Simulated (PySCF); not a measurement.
BeClBr, SMILES [Cl][Be][Br].

The structure is a stationary point at r2SCAN-D4/def2-TZVP.

Level of theory: C-PCM-PBE0/def2-SVP in PySCF.

The values are the electrostatic part of the solvation free energy, E(continuum) − E(gas) at the gas-phase geometry, in a cavity of scaled van der Waals radii (PySCF's table); cavitation and dispersion terms are not included. A continuum can't describe solvent molecules that bind to the metal. In vacuum the orbital gap is 8.62 eV. The dipole moment in vacuum is 0.16 D.

```csv
solvent,ε,ΔG(elec) (kcal/mol),dipole (D),gap (eV)
water,78.36,-4.6,0.07,8.88
n-hexane,1.88,-2.0,0.13,8.73
"N,N-dimethylformamide",37.22,-4.5,0.08,8.88
```
